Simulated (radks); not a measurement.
The numbers below are computed, except where a source is named.
All-electron atom: Hf34+ in [Ar] 3d10 4s1 4p6 4d3 (not the ground configuration). Level of theory: Dirac Kohn-Sham, BLYP, spin-unpolarised, spherical densities, finite nucleus; open shells fill j = l - 1/2 first; Fermi nuclear charge, rms radius 5.347 fm (a radial shooting solver on a logarithmic mesh with Libxc functionals). Some entries of the table are withheld. Estimate them.

orbital,occ.,eigenvalue (eV),<r> (bohr),r(max) (bohr)
1s1/2,2,-66575.08,0.01899,0.01190
2s1/2,2,-12531.22,0.07974,(1)
2p1/2,2,(2),0.06609,0.05090
2p3/2,4,(3),0.07381,0.05753
3s1/2,2,-3891.880,0.2063,0.1916
3p1/2,2,(4),0.1961,0.1795
3p3/2,4,(5),0.2099,0.1929
3d3/2,4,-3047.888,0.1837,0.1513
3d5/2,6,-2990.581,0.1879,0.1550
4s1/2,1,-1712.932,(6),0.4154
4p1/2,2,-1620.554,(7),(8)
4p3/2,4,-1541.751,(9),(10)
4d3/2,3,-1391.444,0.4356,0.4194
4d5/2,0,-1374.631,0.4416,0.4257
5s1/2,0,-959.2191,0.7463,0.7600
5p1/2,0,-916.4919,0.7549,0.7691
5p3/2,0,-884.5210,0.7842,0.8017

Answer. 
(1) 2s1/2 r(max) (bohr): 0.06825
(2) 2p1/2 eigenvalue (eV): -12034.23
(3) 2p3/2 eigenvalue (eV): -10841.52
(4) 3p1/2 eigenvalue (eV): -3674.043
(5) 3p3/2 eigenvalue (eV): -3412.778
(6) 4s1/2 <r> (bohr): 0.4251
(7) 4p1/2 <r> (bohr): 0.4232
(8) 4p1/2 r(max) (bohr): 0.4120
(9) 4p3/2 <r> (bohr): 0.4444
(10) 4p3/2 r(max) (bohr): 0.4343
